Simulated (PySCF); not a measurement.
C$_{3}$H$_{10}$OSeSi (SMILES CC(C)[Se]O[SiH3]), singlet, at a GFN2-xTB geometry, atoms displaced at random by about 0.03 Å a coordinate; PBE/STO-3G, gradient in PySCF.

Input for PySCF:
```python
from pyscf import gto, scf, dft

mol = gto.Mole()
mol.atom = '''
    Se    0.13601162   -0.06866788    1.02594044
    C    -0.76142895   -1.28339958   -0.35515624
    C    -1.57784983   -2.24380833    0.41360137
    C     0.26030098   -1.84688879   -1.21941531
    H    -1.39060871   -0.61433196   -0.91781710
    H    -2.12744890   -2.89546506   -0.27125551
    H    -0.90713030   -2.84256665    1.08467994
    H    -2.34853503   -1.82082650    1.06072445
    H     0.85879729   -1.07777922   -1.74258168
    H    -0.21388929   -2.45532673   -1.98581021
    H     0.88039858   -2.57854811   -0.71529500
    O     0.94639481    1.04171009   -0.31747377
    Si    0.36214277    2.29762247   -1.14696230
    H    -0.61824103    1.72428306   -2.15921277
    H     1.59639316    2.72564275   -1.84184674
    H    -0.33307955    3.26830352   -0.37958708
'''
mol.basis = 'sto-3g'
mol.verbose = 4
mol.build()

mf = dft.RKS(mol)
mf.xc = 'pbe'
mf.kernel()
g = mf.nuc_grad_method()
grad = g.kernel()
```

What the program printed (banner, timings and long lists left out):

```
PySCF version 2.14.0

[INPUT] verbose = 4
[INPUT] num. atoms = 16
[INPUT] num. electrons = 84
[INPUT] charge = 0
[INPUT] spin (= nelec alpha-beta = 2S) = 0
[INPUT] symmetry False subgroup None
[INPUT] Mole.unit = angstrom
[INPUT] Symbol           X                Y                Z      unit          X                Y                Z       unit  Magmom
[INPUT]  1 Se     0.136011620000  -0.068667880000   1.025940440000 AA    0.257024711558  -0.129763486754   1.938746451716 Bohr   0.0
[INPUT]  2 C     -0.761428950000  -1.283399580000  -0.355156240000 AA   -1.438892178815  -2.425273714582  -0.671148025030 Bohr   0.0
[INPUT]  3 C     -1.577849830000  -2.243808330000   0.413601370000 AA   -2.981704044392  -4.240183219718   0.781593314045 Bohr   0.0
[INPUT]  4 C      0.260300980000  -1.846888790000  -1.219415310000 AA    0.491897562156  -3.490113995629  -2.304360968002 Bohr   0.0
[INPUT]  5 H     -1.390608710000  -0.614331960000  -0.917817100000 AA   -2.627869608335  -1.160919153967  -1.734422951443 Bohr   0.0
[INPUT]  6 H     -2.127448900000  -2.895465060000  -0.271255510000 AA   -4.020295765007  -5.471635966647  -0.512598623679 Bohr   0.0
[INPUT]  7 H     -0.907130300000  -2.842566650000   1.084679940000 AA   -1.714227826295  -5.371672459322   2.049748019410 Bohr   0.0
[INPUT]  8 H     -2.348535030000  -1.820826500000   1.060724450000 AA   -4.438088000647  -3.440863405350   2.004478704130 Bohr   0.0
[INPUT]  9 H      0.858797290000  -1.077779220000  -1.742581680000 AA    1.622891674619  -2.036707548547  -3.293002124884 Bohr   0.0
[INPUT] 10 H     -0.213889290000  -2.455326730000  -1.985810210000 AA   -0.404192179078  -4.639895066024  -3.752637432265 Bohr   0.0
[INPUT] 11 H      0.880398580000  -2.578548110000  -0.715295000000 AA    1.663712196656  -4.872749726915  -1.351711648271 Bohr   0.0
[INPUT] 12 O      0.946394810000   1.041710090000  -0.317473770000 AA    1.788426996610   1.968546771296  -0.599938477033 Bohr   0.0
[INPUT] 13 Si     0.362142770000   2.297622470000  -1.146962300000 AA    0.684350653291   4.341877205947  -2.167444622201 Bohr   0.0
[INPUT] 14 H     -0.618241030000   1.724283060000  -2.159212770000 AA   -1.168306225669   3.258422744627  -4.080320779963 Bohr   0.0
[INPUT] 15 H      1.596393160000   2.725642750000  -1.841846740000 AA    3.016745859529   5.150718310906  -3.480585902023 Bohr   0.0
[INPUT] 16 H     -0.333079550000   3.268303520000  -0.379587080000 AA   -0.629429127193   6.176198544752  -0.717315621623 Bohr   0.0

nuclear repulsion = 551.582452839863
number of shells = 35
number of NR pGTOs = 171
number of NR cGTOs = 57
basis = sto-3g
ecp = {}

******** <class 'pyscf.dft.rks.RKS'> ********
method = RKS
initial guess = minao
damping factor = 0
level_shift factor = 0
DIIS = <class 'pyscf.scf.diis.CDIIS'>
diis_start_cycle = 1
diis_space = 8
diis_damp = 0
SCF conv_tol = 1e-09
SCF conv_tol_grad = None
SCF max_cycles = 50
direct_scf = True
direct_scf_tol = 1e-13
XC library pyscf.dft.libxc version 7.1.2
    S. Lehtola, C. Steigemann, M. J. T. Oliveira, and M. A. L. Marques,  SoftwareX 7, 1–5 (2018)
XC functionals = pbe
    J. P. Perdew, K. Burke, and M. Ernzerhof,  Phys. Rev. Lett. 77, 3865 (1996)
    J. P. Perdew, K. Burke, and M. Ernzerhof,  Phys. Rev. Lett. 78, 1396 (1997)
    J. P. Perdew, K. Burke, and M. Ernzerhof,  Phys. Rev. Lett. 77, 3865 (1996)
    J. P. Perdew, K. Burke, and M. Ernzerhof,  Phys. Rev. Lett. 78, 1396 (1997)
radial grids:
    Treutler-Ahlrichs [JCP 102, 346 (1995); DOI:10.1063/1.469408] (M4) radial grids

becke partition: Becke, JCP 88, 2547 (1988); DOI:10.1063/1.454033
pruning grids: <function nwchem_prune>
grids dens level: 3
symmetrized grids: False
atomic radii adjust function: <function treutler_atomic_radii_adjust>
small_rho_cutoff = 0
Set gradient conv threshold to 3.16228e-05
Initial guess from minao.
tot grids = 194120
init E= -2850.35427799965
  HOMO = -0.412893440596308  LUMO = -0.336806928756172  gap/eV = 2.07042
cycle= 1 E= -2853.02722356766  delta_E= -2.67  |g|= 0.655  |ddm|= 4.82
  HOMO = 0.102542558815809  LUMO = 0.193346927888376  gap/eV = 2.47091
cycle= 2 E= -2852.32052581636  delta_E= 0.707  |g|= 1.77  |ddm|= 3.69
  HOMO = -0.00323554048125552  LUMO = 0.10548901778057  gap/eV = 2.95855
cycle= 3 E= -2853.2036114835  delta_E= -0.883  |g|= 0.276  |ddm|= 2.62
  HOMO = -0.0595620206593379  LUMO = 0.065190711488931  gap/eV = 3.39469
cycle= 4 E= -2853.22751330259  delta_E= -0.0239  |g|= 0.21  |ddm|= 0.896
  HOMO = -0.0666723359653315  LUMO = 0.0544797134827589  gap/eV = 3.29672
cycle= 5 E= -2853.24368642765  delta_E= -0.0162  |g|= 0.0367  |ddm|= 0.35
  HOMO = -0.0664467431535163  LUMO = 0.0541113828764168  gap/eV = 3.28055
cycle= 6 E= -2853.24410283362  delta_E= -0.000416  |g|= 0.00855  |ddm|= 0.0686
  HOMO = -0.0661901133310443  LUMO = 0.0543257235427792  gap/eV = 3.27940
cycle= 7 E= -2853.24413064756  delta_E= -2.78e-05  |g|= 0.00176  |ddm|= 0.0203
  HOMO = -0.0663700289571889  LUMO = 0.0541166430626014  gap/eV = 3.27861
cycle= 8 E= -2853.2441320473  delta_E= -1.4e-06  |g|= 0.00028  |ddm|= 0.00374
  HOMO = -0.0663568702898715  LUMO = 0.0541249141417806  gap/eV = 3.27848
cycle= 9 E= -2853.24413208519  delta_E= -3.79e-08  |g|= 4.13e-05  |ddm|= 0.000738
  HOMO = -0.0663598662206794  LUMO = 0.0541219683597815  gap/eV = 3.27848
cycle= 10 E= -2853.24413208573  delta_E= -5.39e-10  |g|= 1.44e-05  |ddm|= 8.11e-05
  HOMO = -0.0663591041221542  LUMO = 0.0541232346266047  gap/eV = 3.27849
Extra cycle  E= -2853.24413208563  delta_E= 1.07e-10  |g|= 2.32e-05  |ddm|= 5.92e-05
converged SCF energy = -2853.24413208563

******** <class 'pyscf.grad.rks.Gradients'> for <class 'pyscf.dft.rks.RKS'> ********
unit = Eh/Bohr
grid_response = False
--------------- RKS gradients ---------------
         x                y                z
0 Se     0.0036217749    -0.0224886896     0.0276188581
1 C    -0.0000504034    -0.0662617288    -0.0467539923
2 C     0.0104982397     0.0453872541    -0.0307546872
3 C    -0.0329328430     0.0291474738     0.0464021712
4 H     0.0175361505    -0.0155361505     0.0150014374
5 H     0.0005555126     0.0140591920     0.0059306825
6 H     0.0096682405     0.0015158693     0.0098467650
7 H     0.0040993537    -0.0150592686    -0.0053310484
8 H    -0.0032972752     0.0000395877    -0.0058793207
9 H     0.0104005380     0.0051446998     0.0185532815
10 H    -0.0183572961     0.0025696517    -0.0137247241
11 O    -0.0457021590     0.0749205224    -0.0547360199
12 Si     0.0383060055    -0.0102359016     0.0568958230
13 H    -0.0116839673    -0.0161929269    -0.0095545835
14 H     0.0099647347    -0.0050078618    -0.0043683704
15 H     0.0074142889    -0.0219722563    -0.0091974431
----------------------------------------------
```
